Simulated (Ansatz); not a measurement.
Ansatz (a program for electronic structure) input (BHLYP/def2-TZVPD):

Ansatz 0.2 input:
```yaml
crystal:
  periodic: [false, false, false]
  atoms:
    - {symbol: C, position_ang: [-1.98162240, 0.05350218, -0.04955741]}
    - {symbol: C, position_ang: [-0.64661262, -0.10769500, -0.02088105]}
    - {symbol: C, position_ang: [0.61059884, 0.08118784, 0.01894619]}
    - {symbol: O, position_ang: [1.82236837, 0.09828229, 0.05112541]}
    - {symbol: H, position_ang: [-2.47312991, -0.94822843, -0.10004966]}
basis:
  gaussian:
    orbitals: def2-TZVPD
hamiltonian:
  xc: {name: BHLYP}
total_charge: -1
output: {forces: true}
```

Output:

```
Functional definition: BHLYP
integrals: 0.05 GiB planned
945 factors; their error is unknown
mean field: 0.58 GiB planned
mean field evaluation 1: about -5167.0874 eV, gradient 3.3e1 eV
mean field evaluation 2: about -5161.9230 eV, gradient 5.6e1 eV
mean field evaluation 4: about -5170.1078 eV, gradient 4.3e0 eV
mean field evaluation 8: about -5170.1417 eV, gradient 1.0e-1 eV
mean field evaluation 16: about -5170.1841 eV, gradient 3.0e-4 eV
mean field -5170.18407468 eV, -190.0007602680 hartree, gradient 4.0e-5 eV, S^2 0.000000; 0 other end points of the search recorded, 0 dependent functions left out
the calculation of the forces begins
reference -5170.18424018 eV, -190.0007663500 hartree; 14, 14 occupied and 146, 146 virtual orbitals, 945 factors
Total energy: -5170.18424018 eV, -190.0007663500 hartree
Atom 0 at    -1.981622     0.053502    -0.049557 Å, force     0.306587    -0.428997    -0.008167 eV/Å
Atom 1 at    -0.646613    -0.107695    -0.020881 Å, force     0.498978     0.301371     0.024328 eV/Å
Atom 2 at     0.610599     0.081188     0.018946 Å, force     0.226601    -0.236457    -0.003002 eV/Å
Atom 3 at     1.822368     0.098282     0.051125 Å, force    -1.219300     0.017075    -0.031089 eV/Å
Atom 4 at    -2.473130    -0.948228    -0.100050 Å, force     0.187134     0.347007     0.017930 eV/Å
Dipole moment:     0.433642    -0.285850     0.000527 e Å
```

It need not be the lowest isomer of its formula. Whether it binds its extra electron was not tested at this geometry.
